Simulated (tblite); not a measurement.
C₅H₁₀Cl₂O₂Si.
Structure used (GFN2-xTB), in Å, numbered top down from 1:
```
atom  x, y, z in Å
C1    -3.553    0.315   -0.643
O2    -2.691   -0.125    0.404
C3    -1.392    0.033    0.232
O4    -0.902    0.512   -0.770
C5    -0.566   -0.425    1.394
C6     0.820   -0.810    0.901
Si7    1.420    0.394   -0.453
C8     3.351    0.272   -0.235
Cl9    3.874   -1.408   -0.447
Cl10   3.831    0.841    1.373
H11   -4.489   -0.225   -0.518
H12   -3.106    0.101   -1.615
H13   -3.723    1.389   -0.555
H14   -1.082   -1.229    1.919
H15   -0.495    0.428    2.076
H16    1.511   -0.832    1.742
H17    0.789   -1.820    0.492
H18    1.202    1.809   -0.159
H19    1.272   -0.070   -1.829
H20    3.922    0.861   -0.949
```

Computed values, GFN2-xTB/tblite, gas phase, harmonic and unscaled. Errors from tens to a few hundred cm⁻¹ against measured bands are possible. Modes of hydrogen on silicon can be 10 to 20 % off. One conformer, not necessarily the lowest.

Harmonic wavenumbers (cm⁻¹): 31.4, 36.7, 47.5, 76.7, 94.7, 99.3, 135.6, 199.7, 214.5, 225.7, 257.9, 307.0, 359.4, 438.1, 480.2, 565.9, 576.8, 652.6, 658.3, 684.8, 714.8, 768.9, 779.7, 792.6, 833.0, 903.6, 949.9, 1012.0, 1080.0, 1095.3, 1114.2, 1121.5, 1146.7, 1171.8, 1189.1, 1229.5, 1268.3, 1317.0, 1382.8, 1436.2, 1438.6, 1455.1, 1468.4, 1713.4, 2284.2, 2305.4, 2952.2, 2968.2, 2989.5, 2989.9, 2994.8, 2999.0, 3018.3, 3042.4.

A = 1932, B = 348.5, C = 333.8 MHz; mass 199.983 u (most abundant isotopes); point group C1, symmetry number 1.

**Question.** Zero-point energy?

**Answer.** Half the sum of the wavenumbers: 31035 cm⁻¹ = 88.73 kcal/mol.

**Question.** What is S at 298.15 K and 1 bar for an ideal gas of classical rigid rotors and harmonic oscillators?

**Answer.** Translation 41.81, rotation 31.64, vibration 45.83: S = 119.3 cal/(mol K).

**Question.** And Cp and H(298.15 K) − H(0)?

**Answer.** Cp = 47.20 cal/(mol K), of which vibrations give 39.26 (their classical limit is 54 R = 107.3); H(298.15 K) − H(0) = 8.90 kcal/mol without the zero-point energy, 6.53 from vibrations.

**Question.** Blend soft modes into free rotors: weight 1/[1 + (100 cm⁻¹/ν̃)⁴] for the oscillator and the rest for a rotor with moment μB/(μ + B), μ = h/(8π²ν), B = 10⁻⁴⁴ kg m². What vibrational entropy results?

**Answer.** 39.96 cal/(mol K) in place of 45.83, which changes −T·S at 298.15 K by +1.75 kcal/mol.

**Question.** Which modes carry the vibrational entropy at 298.15 K?

**Answer.** 31.4 cm⁻¹: 5.74; 36.7 cm⁻¹: 5.43; 47.5 cm⁻¹: 4.92; 76.7 cm⁻¹: 3.97; 94.7 cm⁻¹: 3.56; 99.3 cm⁻¹: 3.47 cal/(mol K); the other 48 give 18.74 together.

**Question.** What must be added to the electronic energy to get the Gibbs energy at 298.15 K and 1 bar?

**Answer.** ZPE + [H(298.15 K) − H(0)] − T·S = 88.73 + 8.90 − 35.56 = 62.07 kcal/mol.

**Question.** How do the functions run with temperature in this model?

**Answer.** 
| T (K) | S (cal/(mol K)) | Cp (cal/(mol K)) | H − H(0) (kcal/mol) | G − H(0) (kcal/mol) | ln q(vib) |
| --- | --- | --- | --- | --- | --- |
| 150 | 93.2 | 30.8 | 3.13 | -10.85 | 6.18 |
| 250 | 111.4 | 41.9 | 6.76 | -21.11 | 10.23 |
| 400 | 134.6 | 57.6 | 14.25 | -39.61 | 15.69 |
| 600 | 161.1 | 73.0 | 27.42 | -69.26 | 22.33 |
| 900 | 193.7 | 87.3 | 51.65 | -122.67 | 31.21 |

q(vib) and H(0) count from the zero-point level.

Hindered rotation and anharmonicity are outside this model. Other conformers, if any are populated, would add a mixing term that is left out. The structure is chiral; the term R ln 2 for an equal mix with its mirror image is left out.
